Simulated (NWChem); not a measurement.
System: diiodomethane (CH2I2); SMILES ICI

Output (shortened):

```
             Northwest Computational Chemistry Package (NWChem) 7.3.0
             --------------------------------------------------------

 C2V symmetry detected

                             Geometry "geometry" -> ""
                             -------------------------

 Output coordinates in angstroms (scale by  1.889725989 to convert to a.u.)

  No.       Tag          Charge          X              Y              Z
 ---- ---------------- ---------- -------------- -------------- --------------
    1 I                   53.0000     1.81341400     0.00000000     0.09032200
    2 C                    6.0000     0.00000000     0.00000000    -1.04218600
    3 I                   53.0000    -1.81341400     0.00000000     0.09032200
    4 H                    1.0000     0.00000000     0.90293200    -1.66050800
    5 H                    1.0000     0.00000000    -0.90293200    -1.66050800

 Effective nuclear repulsion energy (a.u.)     615.2621377391

      Symmetry information
      --------------------

 Group name             C2v
 Group number             16
 Group order               4
 No. of unique centers     3

                                 NWChem DFT Module
                                 -----------------

 Summary of "ao basis" -> "ao basis" (spherical)
 ------------------------------------------------------------------------------
       Tag                 Description            Shells   Functions and Types
 ---------------- ------------------------------  ------  ---------------------
 I                         def2-svpd                13       35   5s5p3d
 C                         def2-svpd                 8       20   4s2p2d
 H                         def2-svpd                 4        8   2s2p

      Symmetry analysis of basis
      --------------------------

        a1         40
        a2         15
        b1         30
        b2         21

[...]

                                NWChem TDDFT Module
                                -------------------

            General Information
            -------------------
           No. of orbitals :     212
            Alpha orbitals :     106
             Beta orbitals :     106
        Alpha frozen cores :       0
         Beta frozen cores :       0
     Alpha frozen virtuals :       0
      Beta frozen virtuals :       0
         Spin multiplicity :       1
    Number of AO functions :     106
        Use of symmetry is : off
      Symmetry adaption is : on
         Schwarz screening :  0.10D-07

              XC Information
              --------------
              Hartree-Fock (Exact) Exchange   1.00
            CAM-Becke88 Exchange Functional   1.00
               VWN V Correlation Functional   0.19 local
       Lee-Yang-Parr Correlation Functional   0.81
           Alpha           :  0.19
           Beta            :  0.46
           Gamma           :  0.33

             TDDFT Information
             -----------------
          Calculation type : Tamm-Dancoff TDDFT
         Wavefunction type : Restricted singlets
          No. of electrons :      58
           Alpha electrons :      29
            Beta electrons :      29
              No. of roots :       6
          Max subspacesize :    5200
            Max iterations :     100
               Target root :       1
           Target symmetry : none
      Symmetry restriction : off
                 Algorithm : Optimal
        Davidson threshold :  0.10D-03

    6 smallest eigenvalue differences (eV)
--------------------------------------------------------
  No. Spin  Occ  Vir  Irrep   E(Occ)    E(Vir)   E(Diff)
--------------------------------------------------------
    1    1   29   30 b1       -0.317    -0.036     7.629
    2    1   28   30 b2       -0.326    -0.036     7.887
    3    1   27   30 a2       -0.332    -0.036     8.055
    4    1   26   30 a1       -0.337    -0.036     8.191
    5    1   29   31 a1       -0.317     0.009     8.860
    6    1   28   31 a2       -0.326     0.009     9.118
--------------------------------------------------------

  Entering Davidson iterations
  Restricted singlet excited states

  Iter   NTrls   NConv    DeltaV     DeltaE      Time
  ----  ------  ------  ---------  ---------  ---------
    1      6       0     0.67E-01   0.10+100       40.6
    2     12       0     0.33E-01   0.12E-01       32.6
    3     18       0     0.14E-01   0.23E-02       49.5
    4     24       0     0.48E-02   0.28E-03       50.8
    5     30       0     0.99E-03   0.19E-04       46.3
    6     36       2     0.38E-03   0.17E-05       45.5
    7     40       5     0.11E-03   0.11E-06       40.9
    8     41       6     0.88E-04   0.66E-08       34.7
  ----  ------  ------  ---------  ---------  ---------
  Convergence criterion met

  Ground state a1       -634.650025327828 a.u.

  ----------------------------------------------------------------------------
  Root   1 singlet b1             0.159221580 a.u.                4.3326 eV
  ----------------------------------------------------------------------------
     Transition Moments    X -0.50962   Y -0.00000   Z -0.00000
     Dipole Oscillator Strength                    0.0275683436
     Electric Quadrupole                           0.0000000046
     Magnetic Dipole                               0.0000016083
     Total Oscillator Strength                     0.0275699564

[...]
```

Level: CAM-B3LYP/def2-SVPD with def2 effective core potentials on I, TDA. Coordinates come from a PBE0/def2-SVP optimisation. Not confirmed as a minimum by frequencies. def2 effective core potentials on I; no spin-orbit coupling.

Task: Write an input that gives this output.

Result: Several could match; the one computed here: the input that was run:
```
start job
memory heap 200 mb stack 900 mb global 1100 mb
geometry units angstroms noautoz
  I      1.813414     0.000000     0.076257
  C      0.000000     0.000000    -1.056251
  I     -1.813414     0.000000     0.076257
  H      0.000000     0.902932    -1.674573
  H      0.000000    -0.902932    -1.674573
end
basis spherical
  * library def2-svpd
end
ecp
  I library def2-ecp
end
dft
  xc xcamb88 1.00 lyp 0.81 vwn_5 0.19 hfexch 1.00
  cam 0.33 cam_alpha 0.19 cam_beta 0.46
  iterations 150
end
tddft
  cis
  nroots 6
  notriplet
end
task tddft energy
```
